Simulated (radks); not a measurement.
Spin polarisation of the 2p4 shell in neutral oxygen. Start: [He] 2s2 2p(up 2, down 2); electrons of 2p are moved from spin down to spin up, other shells keep equal spins. All-electron calculation, non-relativistic Kohn-Sham, LDA (Slater exchange, Perdew-Wang correlation), spin-polarised, spherical densities, point nucleus. Program: a radial shooting solver on a logarithmic mesh with Libxc functionals.

moment (Bohr magnetons)  E - E(0) (eV)  e(2p up) (eV)  e(2p down) (eV)  2s down minus up (eV)
0                                0.000         -9.205           -9.205                  0.000
0.5                             -0.092         -9.553           -8.818                  0.766
1                               -0.368         -9.863           -8.391                  1.535
1.5                             -0.828        -10.134           -7.924                  2.310
2                               -1.473        -10.363           -7.414                  3.090

At moment 2 the spin-polarisation energy is -1.473 eV and the 2p exchange splitting 2.950 eV, that is 1.475 eV per Bohr magneton; E = -I m^2/4 would give I = 1.473 eV.
